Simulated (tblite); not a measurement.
Species: C₆H₁₁OP₃.
Structure used (GFN2-xTB), in Å, numbered top down from 1:
```xyz
21
C6H11OP3 angstrom
C      2.2288    0.8168   -1.2070
C      1.4109   -0.4408   -1.3233
O      0.7143   -0.6855   -2.2799
C      1.5023   -1.3680   -0.1463
P     -0.0211   -1.2306    0.9630
C     -0.2794    0.5089    0.8449
C     -0.5198    1.6938    0.9412
P     -0.6303    3.4503    0.9256
C     -1.3133   -1.7912   -0.2559
P     -3.0569   -1.5292    0.3351
H      2.0549    1.4557   -2.0686
H      1.9614    1.3478   -0.2954
H      3.2849    0.5585   -1.1530
H      2.3749   -1.1575    0.4735
H      1.5278   -2.4109   -0.4732
H     -1.7405    3.4951    0.0750
H     -1.4264    3.5304    2.0741
H     -1.1796   -2.8694   -0.4041
H     -1.1841   -1.3024   -1.2275
H     -2.9076   -0.1728    0.6291
H     -2.8102   -1.8820    1.6652
```

Computed with GFN2-xTB (tblite): harmonic, unscaled wavenumbers at the GFN2-xTB geometry, gas phase. Against measured fundamentals such values can be off by several per cent, at times by over 20. Modes of hydrogen on phosphorus can be 10 to 20 % off. One conformer, not necessarily the lowest.

Harmonic wavenumbers (cm⁻¹): 27.5, 41.4, 44.4, 56.9, 82.1, 96.9, 111.6, 146.5, 158.1, 169.1, 200.9, 215.0, 238.4, 317.8, 335.1, 376.5, 466.0, 496.6, 558.2, 640.8, 653.8, 685.2, 749.5, 815.1, 825.3, 842.4, 861.0, 869.7, 886.7, 892.3, 973.8, 985.3, 1072.4, 1096.6, 1120.3, 1141.6, 1151.5, 1163.0, 1194.3, 1366.5, 1389.6, 1413.5, 1450.0, 1456.1, 1741.2, 2196.1, 2230.8, 2243.6, 2288.5, 2309.6, 2913.0, 2921.4, 2959.3, 2980.2, 3020.4, 3027.2, 3058.0.

A = 773.8, B = 626.5, C = 412.8 MHz; mass 192.002 u (most abundant isotopes); point group C1, symmetry number 1.

Question: What is the zero-point energy?

Answer: ½Σν̃ = 31862 cm⁻¹ = 381.16 kJ/mol.

Question: Give the ideal-gas entropy at 273.15 K and 1 bar in the rigid-rotor, harmonic-oscillator model (classical rotation).

Answer: Translation 172.61, rotation 131.76, vibration 209.56: S = 513.9 J/(mol K).

Question: And Cp and H(273.15 K) − H(0)?

Answer: Cp = 205.31 J/(mol K), of which vibrations give 172.05 (their classical limit is 57 R = 473.9); H(273.15 K) − H(0) = 36.38 kJ/mol without the zero-point energy, 27.30 from vibrations.

Question: Blend soft modes into free rotors: weight 1/[1 + (100 cm⁻¹/ν̃)⁴] for the oscillator and the rest for a rotor with moment μB/(μ + B), μ = h/(8π²ν), B = 10⁻⁴⁴ kg m². What vibrational entropy results?

Answer: 183.34 J/(mol K) in place of 209.56, which changes −T·S at 273.15 K by +7.16 kJ/mol.

Question: How do the functions run with temperature in this model?

Answer: 
| T (K) | S (J/(mol K)) | Cp (J/(mol K)) | H − H(0) (kJ/mol) | G − H(0) (kJ/mol) | ln q(vib) |
| --- | --- | --- | --- | --- | --- |
| 150 | 410.2 | 146.5 | 14.71 | -46.82 | 7.33 |
| 250 | 496.2 | 194.3 | 31.75 | -92.30 | 12.15 |
| 298.15 | 532.4 | 217.0 | 41.66 | -117.08 | 14.27 |
| 400 | 602.4 | 260.4 | 66.03 | -174.94 | 18.47 |
| 600 | 721.0 | 324.8 | 124.98 | -307.65 | 25.91 |
| 900 | 865.4 | 386.2 | 232.40 | -546.45 | 35.65 |

q(vib) and H(0) count from the zero-point level.

Question: Which modes carry the vibrational entropy at 273.15 K?

Answer: 27.5 cm⁻¹: 24.39; 41.4 cm⁻¹: 20.99; 44.4 cm⁻¹: 20.41; 56.9 cm⁻¹: 18.36; 82.1 cm⁻¹: 15.35; 96.9 cm⁻¹: 14.00 J/(mol K); the other 51 give 96.06 together.

Hindered rotation and anharmonicity are outside this model. Other conformers, if any are populated, would add a mixing term that is left out. The structure is chiral; the term R ln 2 for an equal mix with its mirror image is left out.
